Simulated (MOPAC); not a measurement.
Job for MOPAC: PM3 on FHMg (SMILES [F][MgH]), a point of a bond scan (R = 2.377 Å).

```
PM3 1SCF PRECISE CHARGE=0 THREADS=1
FHMg

Mg    -0.00000000 1    -0.00000000 1    -0.64398300 1
H     -0.00000000 1    -0.00000000 1    -2.32551962 1
F      0.00000000 1     0.00000000 1     1.73339139 1
```

Output:

```
*******************************************************************************
 **                                                                           **
 **                              MOPAC v23.2.5                                **
 **                                                                           **
 *******************************************************************************
 ** MOPAC's Digital Object Identifier: https://doi.org/10.5281/zenodo.6511958 **
 **                                                                           **
 ** Please cite the open-source release paper for use of this MOPAC version:  **
 ** J. E. Moussa and J. J. P. Stewart (2026)                                  **
 ** MOPAC: An open-source semiempirical molecular orbital program             **
 ** J. Open Source Softw., 11(119), 8025, https://doi.org/10.21105/joss.08025 **
 *******************************************************************************

                              PM3 CALCULATION RESULTS

 *******************************************************************************
 *  PM3        - The PM3 Hamiltonian to be used
 *
 *
 *
 *                 CHARGE ON SYSTEM = 0
 *
 *
 *
 *  PRECISE    - TIGHTER CRITERIA TO BE USED
 *  1SCF       - DO 1 SCF AND THEN STOP
 *  THREADS=1  - MULTI-THREADING NOT USED
 *  T=         - A TIME OF 172800.0 SECONDS REQUESTED
 *  DUMP=N     - RESTART FILE WRITTEN EVERY 7200.0 SECONDS REQUESTED
 *******************************************************************************
PM3 1SCF PRECISE CHARGE=0 THREADS=1
 FHMg

   ATOM   CHEMICAL          X               Y               Z
  NUMBER   SYMBOL      (ANGSTROMS)     (ANGSTROMS)     (ANGSTROMS)

     1      Mg         -0.00000000  *  -0.00000000  *  -0.64398300  *
     2       H         -0.00000000  *  -0.00000000  *  -2.32551962  *
     3       F          0.00000000  *   0.00000000  *   1.73339139  *



          CARTESIAN COORDINATES

    NO.       ATOM           X           Y           Z

     1        Mg         -0.0000     -0.0000     -0.6440
     2         H         -0.0000     -0.0000     -2.3255
     3         F          0.0000      0.0000      1.7334

  H: (PM3): J. J. P. STEWART, J. COMP. CHEM. 10, 209 (1989).
  F: (PM3): J. J. P. STEWART, J. COMP. CHEM. 10, 209 (1989).
 Mg: (PM3): J. J. P. STEWART, J. COMP. CHEM. 12, 320-341 (1991).

           Empirical Formula: H Mg F  =     3 atoms



      MOLECULAR POINT GROUP   :   C*v


      RHF CALCULATION, NO. OF DOUBLY OCCUPIED LEVELS = 5


 -------------------------------------------------------------------------------
 PM3 1SCF PRECISE CHARGE=0 THREADS=1
 FHMg



     1SCF WAS SPECIFIED, SO BFGS WAS NOT USED
     SCF FIELD WAS ACHIEVED


                              PM3 CALCULATION
                                                       MOPAC v23.2.5 Linux




          FINAL HEAT OF FORMATION =          2.17865 KCAL/MOL =       9.11548 KJ/MOL


          COSMO AREA              =         76.49 SQUARE ANGSTROMS
          COSMO VOLUME            =         55.69 CUBIC ANGSTROMS

          IONIZATION POTENTIAL    =         11.433929 EV
          HOMO LUMO ENERGIES (EV) =        -11.434 -1.876
          NO. OF FILLED LEVELS    =          5
          MOLECULAR WEIGHT        =         44.3113         POINT GROUP:  C*v

          MOLECULAR DIMENSIONS (Angstroms)

            Atom       Atom       Distance
            F     3    H     2     4.05891
            F     3    H     2     0.00000
           Mg     1    H     2     0.00000


          SCF CALCULATIONS        =          1





   ATOM   CHEMICAL          X               Y               Z
  NUMBER   SYMBOL      (ANGSTROMS)     (ANGSTROMS)     (ANGSTROMS)

     1      Mg         -0.00000000  *  -0.00000000  *  -0.64398300  *
     2       H         -0.00000000  *  -0.00000000  *  -2.32551962  *
     3       F          0.00000000  *   0.00000000  *   1.73339139  *

                             CARTESIAN COORDINATES

   1   Mg       -0.000000000    -0.000000000    -0.643983000
   2    H       -0.000000000    -0.000000000    -2.325519620
   3    F        0.000000000     0.000000000     1.733391390


           Empirical Formula: H Mg F  =     3 atoms



      MOLECULAR POINT GROUP   :   C*v


                  EIGENVALUES
 -15.75751 -12.24181 -12.16826 -12.16826 -11.43393  -1.87620  -1.87620  -1.06608
   0.29067


              NET ATOMIC CHARGES AND DIPOLE CONTRIBUTIONS

  ATOM NO.   TYPE          CHARGE      No. of ELECS.   s-Pop       p-Pop
    1         Mg           0.607048        1.3930     0.72194     0.67101
    2          H          -0.090081        1.0901     1.09008
    3          F          -0.516967        7.5170     1.84560     5.67137
 DIPOLE           X         Y         Z       TOTAL
 POINT-CHG.     0.000     0.000    -5.176     5.176
 HYBRID        -0.000    -0.000     0.996     0.996
 SUM           -0.000    -0.000    -4.180     4.180


          ATOMIC ORBITAL ELECTRON POPULATIONS

     Atom    s        px        py        pz
    1 Mg   0.72194   0.01289   0.01289   0.64523
    2  H   1.09008
    3  F   1.84560   1.98711   1.98711   1.69715

 **********************
 *                    *
 * JOB ENDED NORMALLY *
 *                    *
 **********************




 == MOPAC DONE ==
```

The run finished.

Cost: about 0.020 core-seconds (a rough figure).
